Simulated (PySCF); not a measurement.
PySCF input file for SbCl5, SMILES [Cl][Sb]([Cl])([Cl])([Cl])[Cl], TDA-ωB97X/def2-SVPD. Geometry optimised at PBE0-D3(BJ)/def2-SVP. The isomer is the one that the SMILES or the coordinates give; other isomers of the formula were not compared. The def2 effective core potentials stand for the cores of Sb; spin–orbit coupling is left out.

```python
import numpy as np
from pyscf import gto, scf, dft, tdscf

mol = gto.M(
    atom='''
    Sb    0.00000000    0.00000000   -0.00000000
    Cl   -2.33356343    0.00000000    0.00000000
    Cl    0.00000000   -0.00000000   -2.36087196
    Cl    0.00000000    0.00000000    2.36087196
    Cl    1.16678171    2.02092521   -0.00000001
    Cl    1.16678171   -2.02092521    0.00000001
    ''',
    basis='def2-SVPD',
    ecp={'Sb': 'def2-svp'},
    charge=0,
    spin=0,
    symmetry=True,
    max_memory=1600,
    verbose=4,
)
mf = dft.RKS(mol, xc='wb97x').density_fit(auxbasis='def2-universal-jkfit')
mf.grids.level = 3
mf.conv_tol = 1e-9
mf.max_cycle = 100
mf.kernel()
mf.grids = dft.Grids(mol).set(level=1).build(with_non0tab=True)  # coarser grid for the response kernel
td = tdscf.TDA(mf)
td.singlet = True
td.nstates = 10
td.conv_tol = 1e-4
td.positive_eig_threshold = 1e-6
td.kernel(x0=td.get_init_guess(mf, 15))
td.analyze()
tt = tdscf.TDA(mf)
tt.singlet = False
tt.nstates = 4
tt.conv_tol = 1e-4
tt.positive_eig_threshold = 1e-6
tt.kernel(x0=tt.get_init_guess(mf, 9))
tt.analyze(verbose=3)
```

Program output:

```
PySCF version 2.14.0

[INPUT] verbose = 4
[INPUT] num. atoms = 6
[INPUT] num. electrons = 108
[INPUT] charge = 0
[INPUT] spin (= nelec alpha-beta = 2S) = 0
[INPUT] symmetry True subgroup None
[INPUT] Mole.unit = angstrom
[INPUT] Symbol           X                Y                Z      unit          X                Y                Z       unit  Magmom
[INPUT]  1 Sb     0.000000000000   0.000000000000   0.000000000000 AA    0.000000000000   0.000000000000   0.000000000000 Bohr   0.0
[INPUT]  2 Cl    -2.333563430000   0.000000000000   0.000000000000 AA   -4.409795777001   0.000000000000   0.000000000000 Bohr   0.0
[INPUT]  3 Cl     0.000000000000   0.000000000000  -2.360871960000 AA    0.000000000000   0.000000000000  -4.461401419565 Bohr   0.0
[INPUT]  4 Cl     0.000000000000   0.000000000000   2.360871960000 AA    0.000000000000   0.000000000000   4.461401419565 Bohr   0.0
[INPUT]  5 Cl     1.166781710000   2.020925210000  -0.000000010000 AA    2.204897879052   3.818995165129  -0.000000018897 Bohr   0.0
[INPUT]  6 Cl     1.166781710000  -2.020925210000   0.000000010000 AA    2.204897879052  -3.818995165129   0.000000018897 Bohr   0.0

nuclear repulsion = 863.603631613683
point group symmetry = D3h, use subgroup C2v
symmetry origin: [-2.36215774e-09  0.00000000e+00  0.00000000e+00]
symmetry axis x: [0.00000000e+00 1.00000000e+00 1.35671016e-08]
symmetry axis y: [ 0.00000000e+00 -1.35671016e-08  1.00000000e+00]
symmetry axis z: [ 1.  0. -0.]
num. orbitals of irrep A1 = 66
num. orbitals of irrep A2 = 21
num. orbitals of irrep B1 = 40
num. orbitals of irrep B2 = 40
number of shells = 67
number of NR pGTOs = 292
number of NR cGTOs = 167
basis = def2-SVPD
ecp = {'Sb': 'def2-svp'}


[settings echo left out]
init E= -2515.28452825628
HOMO (A2) = -0.730554269387359  LUMO (A1) = -0.67949706712518  gap/eV = 1.38934
cycle= 1 E= -2539.42380303748  delta_E= -24.1  |g|= 2.49  |ddm|= 11.8
HOMO (A1) = -0.292135450842982  LUMO (A1) = 0.0658079948043973  gap/eV = 9.74014
cycle= 2 E= -2539.66179067748  delta_E= -0.238  |g|= 2.11  |ddm|= 8.59
HOMO (A2) = -0.427574469663342  LUMO (A1) = -0.128953269863473  gap/eV = 8.12590
cycle= 3 E= -2540.68856831202  delta_E= -1.03  |g|= 0.172  |ddm|= 2.92
HOMO (A2) = -0.433572656244794  LUMO (A1) = -0.113232834514577  gap/eV = 8.71689
cycle= 4 E= -2540.69671235345  delta_E= -0.00814  |g|= 0.0607  |ddm|= 0.289
HOMO (A2) = -0.433887645032041  LUMO (A1) = -0.114470870954307  gap/eV = 8.69177
cycle= 5 E= -2540.69772409162  delta_E= -0.00101  |g|= 0.0056  |ddm|= 0.0795
HOMO (A2) = -0.433830222828778  LUMO (A1) = -0.113703243956223  gap/eV = 8.71110
cycle= 6 E= -2540.69774337303  delta_E= -1.93e-05  |g|= 0.00241  |ddm|= 0.0181
HOMO (A2) = -0.433681584740227  LUMO (A1) = -0.11382442224982  gap/eV = 8.70376
cycle= 7 E= -2540.69774520804  delta_E= -1.84e-06  |g|= 0.000697  |ddm|= 0.00508
HOMO (A2) = -0.433745033037655  LUMO (A1) = -0.113889434232988  gap/eV = 8.70371
cycle= 8 E= -2540.69774539364  delta_E= -1.86e-07  |g|= 9.13e-05  |ddm|= 0.00192
HOMO (A2) = -0.433747281068854  LUMO (A1) = -0.11388041832177  gap/eV = 8.70402
cycle= 9 E= -2540.69774540428  delta_E= -1.06e-08  |g|= 2.32e-05  |ddm|= 0.000559
HOMO (A2) = -0.433748018688267  LUMO (A1) = -0.113878609277776  gap/eV = 8.70409
cycle= 10 E= -2540.69774540494  delta_E= -6.6e-10  |g|= 7.03e-06  |ddm|= 0.000161
HOMO (A2) = -0.433748596048143  LUMO (A1) = -0.113879062499493  gap/eV = 8.70409
Extra cycle  E= -2540.69774540497  delta_E= -3.55e-11  |g|= 3.32e-06  |ddm|= 2.48e-05
converged SCF energy = -2540.69774540497
tot grids = 39608
Overwritten attributes  positive_eig_threshold  of <class 'pyscf.tdscf.rks.TDA'>


******** <class 'pyscf.tdscf.rks.TDA'> for <class 'pyscf.df.df_jk.DFSymAdaptedRKS'> ********
nstates = 10 singlet
deg_eia_thresh = 1.000e-03
wfnsym = None
conv_tol = 0.0001
eigh lindep = 1e-12
eigh level_shift = 0
eigh max_cycle = 100


Excitation energies (eV)
[3.75515627 3.7552313  4.20570382 4.20577431 4.52091946 4.60623615
 5.06580795 5.06587385 5.35735366 5.35736919]

** Singlet excitation energies and oscillator strengths **
Excited State   1:   A2      3.75516 eV    330.17 nm  f=0.0000
      54 -> 55       -0.69365
Excited State   2:   B2      3.75523 eV    330.16 nm  f=0.0000
      53 -> 55       -0.69366
Excited State   3:   A1      4.20570 eV    294.80 nm  f=0.0110
      51 -> 55       -0.68594
Excited State   4:   B1      4.20577 eV    294.80 nm  f=0.0110
      52 -> 55        0.68595
Excited State   5:   B2      4.52092 eV    274.25 nm  f=0.0591
      50 -> 55       -0.68243
Excited State   6:   B1      4.60624 eV    269.17 nm  f=0.0000
      46 -> 56        0.10669
      47 -> 57       -0.10669
      48 -> 55       -0.68636
Excited State   7:   A1      5.06581 eV    244.75 nm  f=0.0437
      47 -> 55        0.66841
Excited State   8:   B1      5.06587 eV    244.74 nm  f=0.0437
      46 -> 55       -0.66841
Excited State   9:   B2      5.35735 eV    231.43 nm  f=0.0000
      44 -> 55       -0.67446
      50 -> 56        0.11151
Excited State  10:   A2      5.35737 eV    231.43 nm  f=0.0000
      45 -> 55       -0.67445
      50 -> 57       -0.11156

** Transition electric dipole moments (AU) **
state          X           Y           Z        Dip. S.      Osc.
  1         0.0000     -0.0000      0.0000      0.0000      0.0000
  2        -0.0000      0.0000     -0.0002      0.0000      0.0000
  3        -0.3274      0.0000     -0.0000      0.1072      0.0110
  4        -0.0000      0.3275     -0.0000      0.1072      0.0110
  5        -0.0000     -0.0000     -0.7303      0.5333      0.0591
  6         0.0000      0.0001      0.0000      0.0000      0.0000
  7         0.5935      0.0000     -0.0000      0.3522      0.0437
  8         0.0000     -0.5935      0.0000      0.3523      0.0437
  9        -0.0000      0.0000      0.0004      0.0000      0.0000
 10        -0.0000     -0.0000     -0.0000      0.0000      0.0000

WARN: ECP detected. Skipping calculation of transition velocity and magnetic dipole moments, which have not yet been implemented.



******** <class 'pyscf.tdscf.rks.TDA'> for <class 'pyscf.df.df_jk.DFSymAdaptedRKS'> ********
nstates = 4 triplet
deg_eia_thresh = 1.000e-03
wfnsym = None
conv_tol = 0.0001
eigh lindep = 1e-12
eigh level_shift = 0
eigh max_cycle = 100


Excitation energies (eV)
[3.37814633 3.37828031 3.76133138 3.76134706]

** Triplet excitation energies and oscillator strengths **
Excited State   1:   A2      3.37815 eV    367.02 nm  f=0.0000
Excited State   2:   B2      3.37828 eV    367.00 nm  f=0.0000
Excited State   3:   A1      3.76133 eV    329.63 nm  f=0.0000
Excited State   4:   B1      3.76135 eV    329.63 nm  f=0.0000
```

Self-consistency was reached.

Cost: about 4 core-minutes (a rough figure).
